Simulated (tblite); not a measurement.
A geometry optimisation, step by step.

Compound: C2H8NSSi2 (doublet state).
Numbering: `[CH2:1]=[N:2][SiH2:3][CH2:4][S:5][SiH2:6]` (hydrogens: H7, H8 on C1; H9, H10 on Si3; H11, H12 on C4; H13, H14 on Si6)
Bond orders are those of one Lewis drawing.

Computed with GFN2-xTB (tblite), gas phase: L-BFGS steps from a force-field or distance-geometry start until the largest atomic force falls under 0.01 eV/Å. 7 of its 149 geometries are shown.

Step 0: E = -487.3788 eV, largest atomic force 1.731 eV/Å
```
atom  x, y, z in Å  |  force x, y, z in eV/Å
C1     -2.566    1.365   -0.162   -0.514  -0.982  -0.232
N2     -2.218    0.154   -0.080    1.156   0.760   0.558
Si3    -0.577   -0.201    0.530   -1.601   0.461   0.376
C4      0.213   -1.359   -0.702    0.058  -1.320   1.119
S5      1.591   -0.493   -1.467    0.446   0.181  -1.073
Si6     3.182   -0.064   -0.105   -0.199   0.000   0.293
H7     -1.957    2.220    0.098    0.115   0.179   0.060
H8     -3.568    1.571   -0.527   -0.026   0.105  -0.027
H9     -0.676   -0.796    1.874   -0.040   0.000  -0.211
H10     0.144    1.060    0.651    0.225   0.104   0.048
H11    -0.513   -1.748   -1.441    0.823   0.236   0.203
H12     0.647   -2.200   -0.090   -0.423   0.455  -0.918
H13     3.054   -0.890    1.099    0.011   0.125  -0.157
H14     3.243    1.379    0.161   -0.031  -0.304  -0.039
```

Step 25: E = -487.7473 eV, largest atomic force 0.054 eV/Å
```
atom  x, y, z in Å  |  force x, y, z in eV/Å
C1     -2.641    1.385   -0.203    0.004   0.021  -0.009
N2     -2.045    0.308    0.007   -0.023  -0.008   0.000
Si3    -0.500   -0.103    0.632   -0.012  -0.008   0.017
C4      0.295   -1.291   -0.628   -0.023   0.010   0.007
S5      1.656   -0.578   -1.621    0.025   0.045  -0.015
Si6     3.142   -0.129   -0.158   -0.016   0.005   0.003
H7     -2.208    2.377   -0.049    0.002   0.011  -0.008
H8     -3.667    1.368   -0.563    0.014  -0.034  -0.028
H9     -0.823   -0.868    1.835    0.002   0.003   0.034
H10     0.440    0.986    0.932   -0.013  -0.006   0.018
H11    -0.419   -1.631   -1.373   -0.040  -0.004   0.017
H12     0.693   -2.167   -0.121    0.021  -0.012  -0.015
H13     2.924   -0.957    1.021    0.020   0.016  -0.024
H14     3.152    1.300    0.126    0.039  -0.037   0.005
```

Step 49: E = -487.7710 eV, largest atomic force 0.065 eV/Å
```
atom  x, y, z in Å  |  force x, y, z in eV/Å
C1     -2.632    1.330   -0.297    0.009   0.010   0.003
N2     -2.049    0.292    0.082   -0.045   0.011   0.005
Si3    -0.537   -0.104    0.782   -0.026  -0.010  -0.029
C4      0.255   -1.198   -0.565   -0.007  -0.017   0.010
S5      1.501   -0.331   -1.586   -0.032  -0.010  -0.001
Si6     3.168   -0.167   -0.263    0.038  -0.016  -0.011
H7     -2.234    2.342   -0.191   -0.006  -0.005  -0.025
H8     -3.610    1.247   -0.767    0.023   0.005   0.031
H9     -0.885   -0.913    1.948   -0.002  -0.002  -0.019
H10     0.420    0.950    1.135    0.006   0.047   0.044
H11    -0.493   -1.538   -1.277    0.018  -0.015   0.000
H12     0.732   -2.073   -0.132    0.036  -0.005  -0.019
H13     2.969   -1.061    0.869    0.000   0.017  -0.005
H14     3.392    1.222    0.100   -0.011  -0.011   0.017
```

Step 74: E = -487.7768 eV, largest atomic force 0.028 eV/Å
```
atom  x, y, z in Å  |  force x, y, z in eV/Å
C1     -2.631    1.335   -0.320   -0.002  -0.002   0.003
N2     -2.082    0.297    0.107    0.007  -0.001  -0.007
Si3    -0.573   -0.113    0.805   -0.011   0.001   0.009
C4      0.266   -1.182   -0.535   -0.005  -0.001  -0.001
S5      1.449   -0.245   -1.567    0.009  -0.005   0.011
Si6     3.181   -0.173   -0.315   -0.004  -0.013  -0.025
H7     -2.192    2.334   -0.292    0.008   0.000   0.006
H8     -3.625    1.266   -0.755    0.002  -0.001  -0.006
H9     -0.934   -0.957    1.941   -0.008   0.004   0.001
H10     0.362    0.947    1.207    0.005   0.000   0.004
H11    -0.465   -1.578   -1.235    0.000  -0.003  -0.006
H12     0.802   -2.020   -0.097    0.000   0.002   0.004
H13     2.997   -1.104    0.789    0.005   0.002  -0.003
H14     3.444    1.192    0.105   -0.006   0.017   0.009
```

Step 99: E = -487.7851 eV, largest atomic force 0.026 eV/Å
```
atom  x, y, z in Å  |  force x, y, z in eV/Å
C1     -2.556    1.412   -0.374    0.000  -0.012  -0.001
N2     -2.066    0.337    0.029   -0.005  -0.003  -0.015
Si3    -0.650   -0.163    0.854    0.002  -0.004  -0.009
C4      0.269   -1.240   -0.422    0.005  -0.005   0.010
S5      1.332   -0.276   -1.563   -0.009   0.002  -0.005
Si6     3.143   -0.039   -0.468   -0.001  -0.009   0.009
H7     -2.112    2.399   -0.227    0.013  -0.001  -0.006
H8     -3.501    1.391   -0.912    0.005   0.010   0.002
H9     -1.169   -1.022    1.915    0.006  -0.003   0.015
H10     0.289    0.838    1.381    0.009  -0.006  -0.004
H11    -0.427   -1.764   -1.072   -0.004   0.011   0.019
H12     0.896   -1.980    0.070    0.008   0.004  -0.010
H13     3.329   -1.153    0.450   -0.019   0.007  -0.016
H14     3.224    1.260    0.177   -0.010   0.009   0.013
```

Step 123: E = -487.7900 eV, largest atomic force 0.029 eV/Å
```
atom  x, y, z in Å  |  force x, y, z in eV/Å
C1     -2.447    1.441   -0.427   -0.004  -0.007   0.000
N2     -2.043    0.345    0.011   -0.009  -0.012   0.004
Si3    -0.692   -0.209    0.908    0.006   0.009   0.007
C4      0.271   -1.273   -0.344    0.008   0.005   0.000
S5      1.192   -0.261   -1.566    0.003   0.001   0.003
Si6     3.034    0.082   -0.558   -0.009  -0.009  -0.023
H7     -1.957    2.403   -0.255    0.004   0.006  -0.013
H8     -3.356    1.470   -1.024    0.011   0.004   0.007
H9     -1.275   -1.064    1.937   -0.010  -0.013  -0.006
H10     0.242    0.763    1.496    0.009   0.002  -0.007
H11    -0.395   -1.892   -0.938   -0.027   0.010  -0.005
H12     0.984   -1.924    0.154    0.007  -0.018   0.007
H13     3.444   -1.130    0.136    0.013  -0.002   0.010
H14     2.996    1.249    0.307   -0.002   0.023   0.015
```

Step 148: E = -487.7926 eV, largest atomic force 0.005 eV/Å
```
atom  x, y, z in Å  |  force x, y, z in eV/Å
C1     -2.399    1.436   -0.438    0.000   0.005  -0.001
N2     -2.039    0.348    0.058    0.003  -0.002   0.002
Si3    -0.680   -0.226    0.930   -0.001  -0.001   0.000
C4      0.244   -1.288   -0.351    0.001   0.000  -0.001
S5      1.175   -0.279   -1.570   -0.003   0.001   0.000
Si6     2.990    0.131   -0.541    0.001   0.000   0.000
H7     -1.855    2.379   -0.345    0.001  -0.001   0.001
H8     -3.324    1.476   -1.009    0.002   0.001  -0.001
H9     -1.258   -1.083    1.959   -0.002  -0.002  -0.001
H10     0.278    0.731    1.504    0.001  -0.001   0.000
H11    -0.451   -1.871   -0.951    0.000  -0.002   0.001
H12     0.945   -1.973    0.120    0.001   0.000   0.000
H13     3.473   -1.067    0.131   -0.002   0.003   0.003
H14     2.900    1.284    0.341   -0.001   0.000  -0.005
```

Question: Summarise the path.

Answer: The energy falls by 0.4138 eV from step 0 to step 148; nine tenths of that is first reached at step 30. It rises by more than 0.2 meV at step 97. The largest force goes from 1.731 to 0.005 eV/Å. Among the bonds N2–Si3 changes most, from 1.787 to 1.714 Å; the atoms move by 0.568 Å rms after alignment.

Question: Follow the three bonds and two angles with the largest change from start to end.

Answer: 
```tsv
step	E above end (eV)	largest force (eV/Å)	N2–Si3 (Å)	C4–H12 (Å)	Si3–C4 (Å)	C1–N2–Si3 (°)	N2–Si3–H10 (°)
0	0.4138	1.731	1.787	1.127	1.866	117.8	108.1
6	0.1621	0.375	1.735	1.092	1.893	122.4	109.5
13	0.0937	0.291	1.729	1.094	1.911	128.7	111.0
19	0.0574	0.175	1.719	1.085	1.911	132.4	115.5
26	0.0449	0.080	1.715	1.087	1.905	134.4	118.2
32	0.0393	0.103	1.715	1.089	1.909	135.5	119.1
39	0.0290	0.096	1.714	1.087	1.907	137.1	119.8
45	0.0241	0.071	1.713	1.087	1.907	137.0	120.0
51	0.0208	0.044	1.712	1.087	1.909	136.8	120.8
58	0.0180	0.046	1.713	1.087	1.910	135.8	120.4
64	0.0169	0.032	1.713	1.087	1.908	136.3	119.5
71	0.0160	0.016	1.713	1.087	1.909	136.6	119.9
77	0.0157	0.019	1.713	1.087	1.909	136.5	120.2
84	0.0152	0.050	1.713	1.087	1.909	136.5	120.4
90	0.0131	0.039	1.713	1.087	1.907	136.7	120.3
97	0.0095	0.222	1.713	1.089	1.907	137.3	120.5
103	0.0068	0.032	1.714	1.086	1.905	136.5	120.0
109	0.0058	0.027	1.715	1.088	1.904	136.7	120.3
116	0.0037	0.022	1.714	1.087	1.903	136.2	119.7
122	0.0028	0.037	1.714	1.086	1.904	136.2	119.7
129	0.0019	0.033	1.714	1.087	1.905	135.9	119.8
135	0.0012	0.030	1.714	1.088	1.904	136.2	119.8
142	0.0002	0.034	1.713	1.087	1.903	136.1	119.7
148	0.0000	0.005	1.714	1.087	1.904	136.3	119.8
```

What follows is the cost of the whole relaxation. On one thread, Arm Neoverse V2 (aarch64), shared host, this took 0.89 s.
